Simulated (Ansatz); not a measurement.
Gas-phase electronic energies from Ansatz, PBE0-D4/def2-TZVP geometries. CCSD(T)/CBS adds triple-zeta CCSD(T) − MP2 to the extrapolated MP2 energy (def2 sets, frozen cores). Functionals use def2-TZVPP. B3LYP here is the variant with VWN-RPA as its local correlation; programs differ in this. Each species was taken in one conformer, which may not be the lowest.

Consider the isomerisation: `C=C1O[Si]1(C)N` → `C=CN([SiH3])C=O`.

Task: Is it downhill or uphill in electronic energy at CCSD(T)/CBS, and by how much? (Best estimate.)

Result: Computed: Uphill: ΔE = +75.0 kJ/mol.

Task: What do these levels give: B3LYP-D4, PBE, HF/def2-TZVPP, MP2/def2-TZVPP, HF/CBS(def2), MP2/CBS(def2)? (Estimate.)

Result: The calculation gave: B3LYP-D4 57.1, PBE 68.6, HF/def2-TZVPP 36.2, MP2/def2-TZVPP 75.6, HF/CBS(def2) 38.3, MP2/CBS(def2) 86.0 kJ/mol.

Largest T1 diagnostic among the species: 0.015.

The D4 term adds −3.6 kJ/mol with B3LYP and −1.8 kJ/mol with PBE0; it sums over pairs of atoms, weighted by their polarisabilities, and B3LYP, whose exchange is more repulsive, gets the larger term. In def2-TZVPP, CCSD(T) changes the Hartree–Fock value by +28.4 kJ/mol (the triples alone add −0.7 kJ/mol) and MP2 by +39.5 kJ/mol. From PBE to PBE0 (25 % exact exchange), in def2-TZVPP and without D4, ΔE moves by +4.1 kJ/mol.
